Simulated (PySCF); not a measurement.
An unknown is described by computed data only.

Formula: C5H6F3N.

| Quantity | Value |
| --- | --- |
| Polarisability | 74.1 au [PBE0/def2-SVPD] |
| UV, strongest line | among the 6 lowest singlet transitions: S2 at 5.85 eV (212 nm, f = 0.250) [TDDFT PBE0/def2-SVPD] |
| Rotational structure | rotational constants A, B, C: 3.024, 1.065, 0.936 GHz [GFN2-xTB] |
| 13C NMR | chemical shifts (computed TMS as zero) by class: 164.3 (1 C), 151.4 (1 C), 133.9 (1 C), 98.0 (1 C), 28.0 (1 C) ppm [GIAO PBE0/pcSseg-1] |
| NMR, other nuclei | isotropic shieldings of nuclei other than C and H, by class: -106 (1 N), 237 (3 F) ppm [GIAO PBE0/pcSseg-1] |
| Dipole | 3.12 D [PBE0/def2-SVPD] |
| 1H NMR | chemical shifts (computed TMS as zero) by class: 7.87 (1 H), 7.38 (1 H), 4.71 (1 H), 2.24 (3 H) ppm [GIAO PBE0/pcSseg-1] |
| Triplet | lowest triplet excitation (Tamm–Dancoff): 3.52 eV [TDA PBE0/def2-SVPD] |
| UV, first state | lowest singlet excitation: 4.47 eV (277 nm, f = 0.033) [TDDFT PBE0/def2-SVPD] |

Electronic properties: PySCF, gas phase, density fitting. Levels stand in brackets. NMR shifts are as computed; neighbouring signals can stand in another order in a measured spectrum. One conformer (not necessarily the lowest) at the GFN2-xTB geometry, without solvent, vibrations or thermal averaging. NMR values are class means; diastereotopic atoms form classes of their own.

Question: What is the compound? Reason from the data.

Answer: Numbering: `[CH3:1]/[CH:2]=[N:3]/[CH:4]=[CH:5]\[C:6]([F:7])([F:8])[F:9]`. Its formula, C5H6F3N, gives 2 degrees of unsaturation: 0 rings and 2 π bonds in the structure found. 5 carbons fall into 5 classes; from least to most shielded: imine carbon [C2] (164.3 ppm), vinylic carbon bearing nitrogen [C4] (151.4 ppm), CF3 carbon [C6] (133.9 ppm), alkene CH carbon [C5] (98.0 ppm), methyl carbon [C1] (28.0 ppm). Hydrogen classes from least to most shielded: 1 H on an imine carbon, C2 (7.87 ppm), 1 H on a vinylic carbon bearing nitrogen, C4 (7.38 ppm), 1 H on an alkene CH carbon, C5 (4.71 ppm), 3 H on a methyl carbon, C1 (2.24 ppm). The other shieldings belong to: -106 ppm, imine nitrogen [N3]; 237 ppm, fluorine of a CF3 group [F7/F8/F9]. S1 is mainly HOMO→LUMO (weight 0.81); the largest Löwdin shares of the orbital it empties are 0.32 on the imine nitrogen, 0.29 on the alkene CH carbon, 0.15 on the vinylic carbon bearing nitrogen and 0.07 on the imine carbon, of the orbital it fills 0.29 on the imine carbon, 0.24 on the imine nitrogen, 0.12 on the alkene CH carbon and 0.12 on the vinylic carbon bearing nitrogen. The optimised geometry has point group C1 and is an asymmetric top. Structure: `C/C=N/C=C\C(F)(F)F`. Computed isomers that give other values at the same levels: `[H]/N=C(/C)CC(F)=C(F)F` (13C chemical shifts (computed TMS as zero) by class: 176.6 (1 C), 168.0 (1 C), 138.3 (1 C), 44.2 (1 C), 30.4 (1 C) ppm); `N[C@@H]1CC=C1C(F)(F)F` (13C chemical shifts (computed TMS as zero) by class: 149.3 (1 C), 148.2 (1 C), 128.9 (1 C), 58.3 (1 C), 44.6 (1 C) ppm); `[H]/N=C/C(=C)CC(F)(F)F` (13C chemical shifts (computed TMS as zero) by class: 172.6 (1 C), 149.5 (1 C), 138.8 (1 C), 135.0 (1 C), 34.6 (1 C) ppm). The assignments are read from this structure; whether some other isomer fits the data as well wasn't checked.

The values belong to the conformer `[CH3:1]/[CH:2]=[N:3]/[CH:4]=[CH:5]\[C:6]([F:7])([F:8])[F:9]`: C2–N3–C4–C5 -72°, C4–C5–C6–F7 -56°.
